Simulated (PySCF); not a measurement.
A side-by-side comparison of computed properties.

First species: C₇H₈FN.
SMILES: `NCC1=CC=C(F)C=C1`

Second species: C2H10N2OSi3.
Z-matrix (Å and degrees, GFN2-xTB geometry), rows numbered from 1:
```
O 
C   1  1.2131
N   2  1.3282  1  120.55
Si  3  1.7717  2  110.95  1     0.22
N   4  1.7392  3  103.16  2   174.41
Si  5  1.7337  4  122.44  3  -140.00
C   6  1.9009  5  103.26  4    28.51
Si  7  1.9210  6  110.79  5   -22.91
H   2  1.1031  1  122.57  3   179.95
H   3  1.0059  2  120.78  1   178.08
H   4  1.4681  3  103.34  2   -71.50
H   5  1.0062  4  119.01  3    56.28
H   6  1.4701  5  110.88  4   -90.86
H   6  1.4677  5  107.11  4   149.04
H   7  1.0891  6  109.04  5    97.68
H   7  1.0875  6  110.28  5  -146.78
H   8  1.4707  4  113.60  3  -133.41
H   8  1.4726  4  118.49  3    -6.39
```

Levels: PBE0/pcSseg-1 for HOMO energy, LUMO energy and HOMO–LUMO gap. Geometries: GFN2-xTB. Each species is one conformer at its optimised geometry, gas phase, non-relativistic unless stated. Electronic properties by PySCF.

The conformers computed, where there is a choice (atom-mapped SMILES and torsion angles):
- `[NH2:1][CH2:2][c:3]1[cH:4][cH:5][c:6]([F:7])[cH:8][cH:9]1`: N1–C2–C3–C4 88°, H–N1–C2–C3 59°, H–N1–C2–C3 -59°

The conformers of `O=CN[Si@@H]1N[SiH2]C[SiH2]1` aren't listed.

Values for the first species:

```
HOMO energy   : -6.70 eV
LUMO energy   : -0.60 eV
HOMO–LUMO gap : 6.10 eV
```

**Question.** Estimate the same properties for the second species, and the change in each.

**Answer.** 
| property | first | second | second less first |
| --- | --- | --- | --- |
| HOMO energy | -6.70 eV | -7.34 eV | -0.64 eV |
| LUMO energy | -0.60 eV | -0.11 eV | +0.49 eV |
| HOMO–LUMO gap | 6.10 eV | 7.23 eV | +1.13 eV |

